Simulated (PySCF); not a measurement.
## Calculated properties of `COC(=O)c1cccs1`

Compound: C6H6O2S.
SMILES with atom numbers: `[CH3:1][O:2][C:3](=[O:4])[c:5]1[cH:6][cH:7][cH:8][s:9]1` (hydrogens: H10, H11, H12 on C1; H13 on C6; H14 on C7; H15 on C8)

Among its groups: ester and aromatic ring with sulfur.

GFN2-xTB geometry:

```yaml
Rotational_constants_A_B_C_of_the_GFN2-xTB_geometry: 3.321, 0.987, 0.765 GHz
```

From PBE0/pcSseg-1 ground state and GIAO shieldings, non-relativistic (PySCF):

```yaml
Dipole_moment: 1.75 D
HOMO_energy: -7.27 eV
LUMO_energy: -1.56 eV
HOMO–LUMO_gap: 5.71 eV
Lowest_Hirshfeld_atomic_charge: -0.26 e on O4
Highest_Hirshfeld_atomic_charge: +0.19 e on C3
13C_chemical_shifts_computed_TMS_as_zero_by_class: 166.9 (C3), 142.5 (C5), 141.9 (C8), 140.3 (C6), 131.9 (C7), 50.9 (C1) ppm
1H_chemical_shifts_computed_TMS_as_zero_by_class: 8.15 (H13), 7.40 (H15), 7.29 (H14), 4.23 (H10/H11/H12) ppm
Isotropic_shieldings_of_nuclei_other_than_C_and_H_by_class: -56 (O4), 160 (O2), 262 (S9) ppm
Mayer_bond_orders_between_heavy_atoms: C1–O2 0.87, O2–C3 1.08, C3–O4 1.95, C3–C5 0.97, C5–C6 1.50, C6–C7 1.30, C7–C8 1.54, C8–S9 1.19, S9–C5 1.14
```

Monoisotopic mass (most abundant isotopes): 142.0089 u.

With B = h/(8π²I), that is 505.379 GHz u Å² over I, the principal moments of inertia are 152.2, 512.0 and 661.0 u Å² (most abundant isotopes); the inertial defect Ic − Ia − Ib is -3.2 u Å² (zero for a rigid planar frame, negative otherwise). The dipole equals about 5.8 × 10⁻³⁰ C·m (1 D = 3.33564 × 10⁻³⁰ C·m). The rotational constants make it an asymmetric top with κ = (2B − A − C)/(A − C) = -0.83, nearer the prolate limit (−1).

Isolated species at its GFN2-xTB geometry (one conformer only). NMR classes are plain means over equivalent atoms (diastereotopic ones count apart unless rotation or inversion swaps them), as if these changed places fast; in this geometry the members of some classes differ.

Shape of the structure used: `[CH3:1][O:2][C:3](=[O:4])[c:5]1[cH:6][cH:7][cH:8][s:9]1`: C1–O2–C3–O4 1°, O2–C3–C5–C6 180°.
